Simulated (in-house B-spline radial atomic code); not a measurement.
Orbital energies and mean radii along the 18-electron series, configuration [Ne] 3s2 3p6. The effective charge is n√(-2ε), a non-relativistic measure. Computed with a B-spline radial code for spherical atoms: non-relativistic Hartree-Fock, average of the configuration, point nuclei.

| ion | Z | energy of 2p (Eh) | mean radius of 2p (bohr) | energy of 2s (Eh) | mean radius of 2s (bohr) | energy of 1s (Eh) | mean radius of 1s (bohr) | energy of 3p (Eh) | mean radius of 3p (bohr) | effective charge of 2p |
| --- | --- | --- | --- | --- | --- | --- | --- | --- | --- | --- |
| Ar | 18 | -9.5715 | 0.37533 | -12.322 | 0.41228 | -118.61 | 0.086104 | -0.59102 | 1.663 | 8.7505 |
| K+ | 19 | -11.738 | 0.34941 | -14.708 | 0.3864 | -133.75 | 0.081467 | -1.1705 | 1.4313 | 9.6905 |
| Ca2+ | 20 | -14.178 | 0.32682 | -17.369 | 0.36353 | -149.92 | 0.077301 | -1.8768 | 1.2643 | 10.65 |
| Sc3+ | 21 | -16.884 | 0.30695 | -20.297 | 0.34317 | -167.09 | 0.073538 | -2.7046 | 1.136 | 11.622 |
| Ti4+ | 22 | -19.851 | 0.28934 | -23.487 | 0.32493 | -185.28 | 0.070123 | -3.6508 | 1.0334 | 12.602 |
| V5+ | 23 | -23.076 | 0.27363 | -26.936 | 0.30851 | -204.47 | 0.06701 | -4.7136 | 0.949 | 13.587 |
| Cr6+ | 24 | ? | ? | ? | ? | ? | ? | ? | ? | ? |
| Mn7+ | 25 | ? | ? | ? | ? | ? | ? | ? | ? | ? |
| Fe8+ | 26 | -34.284 | 0.23525 | -38.82 | 0.26778 | -268.09 | 0.059128 | -8.5907 | 0.76518 | 16.561 |
| Co9+ | 27 | -38.527 | 0.22473 | -43.29 | 0.25646 | -291.3 | 0.056895 | -10.11 | 0.71936 | 17.556 |
| Ni10+ | 28 | ? | ? | ? | ? | ? | ? | ? | ? | ? |
| Cu11+ | 29 | -47.772 | 0.20627 | -52.989 | 0.23646 | -340.73 | 0.052899 | -13.488 | 0.64285 | 19.549 |
| Zn12+ | 30 | -52.773 | 0.19812 | -58.217 | 0.22757 | -366.95 | 0.051104 | -15.346 | 0.61055 | 20.547 |
| Ga13+ | 31 | -58.025 | 0.1906 | -63.697 | 0.21932 | -394.17 | 0.049426 | -17.316 | 0.58142 | 21.545 |

(1) Fill in the row of Cr6+.

(2) Fill in the row of Mn7+.

(3) Fill in the row of Ni10+.

(4) How does the screening of 2p change?

## Answers

(1) energy of 2p (Eh): -26.557; mean radius of 2p (bohr): 0.25953; energy of 2s (Eh): -30.642; mean radius of 2s (bohr): 0.29364; energy of 1s (Eh): -224.67; mean radius of 1s (bohr): 0.06416; energy of 3p (Eh): -5.8917; mean radius of 3p (bohr): 0.8781; effective charge of 2p: 14.576.

(2) energy of 2p (Eh): -30.293; mean radius of 2p (bohr): 0.2468; energy of 2s (Eh): -34.604; mean radius of 2s (bohr): 0.28012; energy of 1s (Eh): -245.88; mean radius of 1s (bohr): 0.061542; energy of 3p (Eh): -7.1843; mean radius of 3p (bohr): 0.81757; effective charge of 2p: 15.567.

(3) energy of 2p (Eh): -43.024; mean radius of 2p (bohr): 0.2151; energy of 2s (Eh): -48.013; mean radius of 2s (bohr): 0.24606; energy of 1s (Eh): -315.51; mean radius of 1s (bohr): 0.054825; energy of 3p (Eh): -11.743; mean radius of 3p (bohr): 0.67888; effective charge of 2p: 18.552.

(4) Z less the effective charge goes from 9.25 at Z = 18 to 9.45 at Z = 31.
